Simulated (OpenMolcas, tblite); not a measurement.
How methods differ on AlSiH5O2 (SMILES O[SiH2][O][AlH2])

AlSiH5O2: 9 atoms, total charge 0, spin state singlet. As SMILES, `O[SiH2][O][AlH2]`. Geometry: relaxed at PBE0-D4/def2-TZVP. This is one conformer, not always the lowest.

Each level gives the HOMO–LUMO gap (eV). The values are calculated.

| level | kind | program | value (eV) |
| --- | --- | --- | --- |
| GFN1-xTB | semi-empirical | tblite | 5.62 |
| HF/cc-pVDZ | Hartree–Fock | OpenMolcas | 13.06 |
| SVWN5/cc-pVDZ | LDA | OpenMolcas | 4.72 |
| revPBE/cc-pVDZ | GGA | OpenMolcas | 4.95 |
| r2SCAN/cc-pVDZ | meta-GGA | OpenMolcas | 5.60 |
| PBE0/cc-pVDZ | global hybrid | OpenMolcas | 7.05 |
| B2PLYP/cc-pVDZ | double hybrid | OpenMolcas | 9.32 |

The values span 4.72 to 13.06 eV. Orbital gaps aren't excitation energies, and those of double hybrids come from the SCF part alone; they tend to grow with the share of exact exchange.
